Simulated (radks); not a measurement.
The numbers below are computed, except where a source is named.
Charge is removed step by step from the 5s1/2 level of the mercury ion Hg3+, starting from [Xe] 4f14 5d9. Code: a radial shooting solver on a logarithmic mesh with Libxc functionals. Model: Dirac Kohn-Sham, LDA (Slater exchange, Perdew-Wang correlation), spin-unpolarised, spherical densities, finite nucleus; open shells are shared between the two j in proportion to 2j + 1; Fermi nuclear charge, rms radius 5.4648 fm.

removed (e)  E - E(0) (eV)  eigenvalue (eV)  E minus straight line (eV)
0                    0.000          -152.43                       0.000
0.1                 15.336          -154.29                      -0.853
0.2                 30.858          -156.16                      -1.520
0.3                 46.568          -158.04                      -2.000
0.4                 62.467          -159.94                      -2.290
0.5                 78.556          -161.84                      -2.391
0.6                 94.836          -163.76                      -2.300
0.7                 111.31          -165.69                      -2.016
0.8                 127.98          -167.63                      -1.539
0.9                 144.84          -169.59                      -0.868
1                   161.89          -171.55                       0.000

Removing the whole electron costs 161.89 eV by Delta-SCF, against 152.43 eV from minus the eigenvalue at the starting occupation. Slater's transition state (half an electron removed) gives 161.84 eV. Integrating minus the eigenvalue over the occupation (Janak's theorem) gives 161.89 eV. The mean slope of the eigenvalue, de/dn, is 19.1 eV per electron.
